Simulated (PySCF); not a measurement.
## A small calculation by hand: entropy of an ideal gas

SiHFCl₂, SMILES [SiH](F)(Cl)Cl.

Geometry: ωB97X-D3(BJ)/def2-SVP.

ωB97X-D3(BJ)/def2-SVP (PySCF) gives the harmonic wavenumbers 182, 242, 303, 551, 635, 832, 839, 946, 2371 cm⁻¹ and the rotational temperatures 0.2252, 0.1166, 0.0833 K. The molar mass is 118.99 g/mol, the symmetry number 1, the spin multiplicity 1.

Problem. Work out the entropy at 298.15 K and 1 atm in the rigid-rotor, harmonic-oscillator model.

Solution. 
Translation (Sackur–Tetrode at 1 atm): S = R[1.5 ln M + 2.5 ln T − 1.16487] = 168.3 J/(mol K).
Rotation: q = (√π/σ) T^1.5/√(θA θB θC) = 195000, S = R[ln q + 3/2] = 113.8 J/(mol K).
Vibration: with u = 1.4388 ν/T, each mode gives R[u/(e^u − 1) − ln(1 − e^−u)]:
```
ν (cm⁻¹)  modes     u  S (J/(mol K))
--------  -----  ----  -------------
182           1  0.88           9.66
242           1  1.17           7.48
303           1  1.46           5.86
551           1  2.66           2.27
635           1  3.06           1.65
832           1  4.01           0.76
839           1  4.05           0.74
946           1  4.57           0.49
```
The stiffer modes add less than 0.005 each. Sum 28.9 J/(mol K).
Spin: R ln 1 = 0.0 J/(mol K).
Total 311.0 J/(mol K); the program's own thermochemistry gives 311.0. Translation makes up 54 % and vibration 9 %. Anharmonicity, hindered rotation and orbital degeneracy are left out.
